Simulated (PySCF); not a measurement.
Al(OH)2 (AlH2O2), SMILES [OH][Al][OH], multiplicity 2. The structure is a stationary point at PBE0-D3(BJ)/def2-TZVP. The multiplicity is an assumed one; other spin states were not compared. The isomer is the one that the SMILES or the coordinates give; other isomers of the formula were not compared. One conformer was computed; it need not be the lowest.

Computed equilibrium geometry at PBE0-D3(BJ)/def2-TZVP (PySCF confirms it by a frequency run) as bond lengths and angles, and its point group (one conformer of several):
point group C2v.
Atoms: Al1 O2 H3 O4 H5. Bond lengths (Å): Al1–O2 1.699, Al1–O4 1.699, O2–H3 0.957, O4–H5 0.957. Bond angles (°): O2–Al1–O4 125.0, Al1–O2–H3 125.6, Al1–O4–H5 125.6.
Charge 0, spin multiplicity 2.
